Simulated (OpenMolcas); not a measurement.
A calculation on Pd³⁺.

```yaml
Program: OpenMolcas 26.06
Method: CASSCF
Basis: ANO-RCC-VQZP [8s7p5d3f2g1h]
Scalar_Hamiltonian: DKH2, point nucleus
Active_space: 7 electrons in 5 orbitals (4d)
State_averaging: 2S+1 = 4 even, 10 roots; 2S+1 = 2 even, 40 roots
Spin-orbit_coupling: state interaction with AMFI integrals over the reference wave functions, term energies averaged over their components
```

**Question.** Which level of the active space comes out lowest?

**Answer.** 4d⁷ ⁴F_9/2, with 98 % of that term.

**Question.** How high does 4d⁷ ⁴F_3/2 lie?

**Answer.** 5563 cm⁻¹ above the lowest level.

**Question.** How high does 4d⁷ ²H_9/2 lie?

**Answer.** 25903 cm⁻¹ above the lowest level.

**Question.** How high does 4d⁷ ⁴P_3/2 lie?

**Answer.** 16718 cm⁻¹ above the lowest level.

**Question.** The level at 23026 cm⁻¹ has J = 3/2. What is it made of, and what is its g factor?

**Answer.** 51 % 4d⁷ ²P_3/2, 27 % 4d⁷ ²D(1), 21 % 4d⁷ ⁴P; g = 1.261, against 1.334 from Landé's formula for the pure leading term.

Without dynamic correlation excited terms often stand tens of per cent too high (terms of higher spin than the ground term too low), and those without a measured partner can miss by more than the paired ones. Levels of configurations outside the active space are missing.

A number in round brackets counts repeated terms of one configuration in the order of the reference energies.
